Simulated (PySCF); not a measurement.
## Exercise with solution: oscillator strength and radiative lifetime

B(H)2(OSiH3) (BH5OSi), SMILES [SiH3]OB.

The structure is a stationary point at r2SCAN-D4/def2-TZVP.

TDDFT-LC-ωPBE/def2-SVPD (PySCF 2.14.0) puts the first singlet state with f over 0.02 at 9.00 eV (vertical), with the transition dipole (0.063, 1.049, 0.000) in atomic units.

Problem. Find the oscillator strength, the wavelength and the radiative lifetime that this transition would have in vacuum if emission retraced absorption.

Solution. 
|μ|² = 1.1044 au, so |μ| = 2.67 D. ΔE = 9.00/27.211 = 0.3307 hartree. f = (2/3) ΔE |μ|² = 0.244 (the program prints 0.244).
λ = 1239.84/9.00 = 138 nm; ν = 72590 cm⁻¹.
Einstein's coefficient A = 0.6670 ν² f s⁻¹ (ν in cm⁻¹) = 8.6e8 s⁻¹, so τ = 1/A = 1.2 ns. This state is S6; the lower singlets have f = 0.000, 0.005, 0.005, 0.012, 0.007. The figure is the radiative limit of this one transition; relaxation, internal conversion, crossing to triplets and a medium change what is measured.
